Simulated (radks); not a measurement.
The numbers below are computed, except where a source is named.
Ionisation of the bromine ion Br2+, [Ar] 3d10 4s2 4p3, to Br3+, [Ar] 3d10 4s2 4p2, under several functionals. Scalar-relativistic Kohn-Sham, spin-polarised, spherical densities, finite nucleus; open shells are filled with parallel spins first; a radial shooting solver on a logarithmic mesh with Libxc functionals.

[
 {"functional": "r2SCAN", "E(Br2+) (hartree)": "-2605.63195", "Exc (hartree)": "-91.87601", "IE (eV)": "35.678", "-e(HOMO) (eV)": "30.049", "<r> HOMO (bohr)": "1.834", "IE error (eV)": "+0.807"},
 {"functional": "PW91", "E(Br2+) (hartree)": "-2605.71808", "Exc (hartree)": "-92.02610", "IE (eV)": "35.191", "-e(HOMO) (eV)": "29.492", "<r> HOMO (bohr)": "1.840", "IE error (eV)": "+0.320"},
 {"functional": "RPBE", "E(Br2+) (hartree)": "-2605.42978", "Exc (hartree)": "-91.73439", "IE (eV)": "35.110", "-e(HOMO) (eV)": "29.428", "<r> HOMO (bohr)": "1.841", "IE error (eV)": "+0.239"},
 {"functional": "exchange-only PBE", "E(Br2+) (hartree)": "-2603.57772", "Exc (hartree)": "-89.84694", "IE (eV)": "34.262", "-e(HOMO) (eV)": "28.606", "<r> HOMO (bohr)": "1.855", "IE error (eV)": "-0.609"},
 {"functional": "OLYP", "E(Br2+) (hartree)": "-2606.29999", "Exc (hartree)": "-92.68579", "IE (eV)": "35.133", "-e(HOMO) (eV)": "29.417", "<r> HOMO (bohr)": "1.831", "IE error (eV)": "+0.262"},
 {"functional": "LDA (Slater exchange, VWN5 correlation)", "E(Br2+) (hartree)": "-2601.87367", "Exc (hartree)": "-88.12145", "IE (eV)": "35.193", "-e(HOMO) (eV)": "29.472", "<r> HOMO (bohr)": "1.838", "IE error (eV)": "+0.322"},
 {"functional": "AM05", "E(Br2+) (hartree)": "-2602.05869", "Exc (hartree)": "-88.31443", "IE (eV)": "35.093", "-e(HOMO) (eV)": "29.389", "<r> HOMO (bohr)": "1.837", "IE error (eV)": "+0.222"},
 {"functional": "XLYP", "E(Br2+) (hartree)": "-2605.96224", "Exc (hartree)": "-92.26516", "IE (eV)": "34.853", "-e(HOMO) (eV)": "29.118", "<r> HOMO (bohr)": "1.842", "IE error (eV)": "-0.018"}
]

NIST Atomic Spectra Database: 34.87 eV (measured). Closest: XLYP. The Delta-SCF values span 1.42 eV, the total energies 4.43 hartree. The highest occupied level is 4p. Open shells are spherical and high-spin; term and fine-structure splittings are not resolved.
